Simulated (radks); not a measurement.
Excited configurations of neutral rhodium: one electron is placed in a higher orbital outside [Kr] 4d8. The ground configuration is [Kr] 4d8 5s1. All-electron calculation, Dirac Kohn-Sham, PBE, spin-unpolarised, spherical densities, finite nucleus; open shells fill j = l - 1/2 first; Fermi nuclear charge, rms radius 4.4945 fm. Program: a radial shooting solver on a logarithmic mesh with Libxc functionals. Excitation = E - E(ground); binding = E(ion) - E, where the ion is the core of charge +1; n* = 1/sqrt(2 binding) in atomic units, and the quantum defect is n - n*.

outer orbital  excitation (eV)  binding (eV)  quantum defect  eigenvalue (eV)
4f5/2                    6.544         0.910           0.133           -0.435
5p1/2                    3.508         3.945           3.143           -1.743
5d3/2                    5.887         1.566           2.053           -0.720
5f5/2                    6.827         0.627           0.343           -0.366
6p1/2                    5.691         1.763           3.222           -1.007
6d3/2                    6.475         0.979           2.271           -0.552
6f5/2                    7.001         0.453           0.519           -0.286
7s1/2                    6.172         1.282           3.743           -0.795
7p1/2                    6.438         1.016           3.341           -0.629
7d3/2                    6.796         0.658           2.452           -0.408

The Delta-SCF ionisation energy is 7.454 eV (NIST Atomic Spectra Database: 7.459 eV, measured). Self-interaction in the functional shifts the binding energies and quantum defects, so they are the method's values and not measured ones. Spin polarisation and multiplet splitting are left out, so open shells lie too high by an amount that depends on their filling.

Beside tabulated values, note that spin-unpolarised runs miss the spin-polarisation part of the exchange energy of open shells.
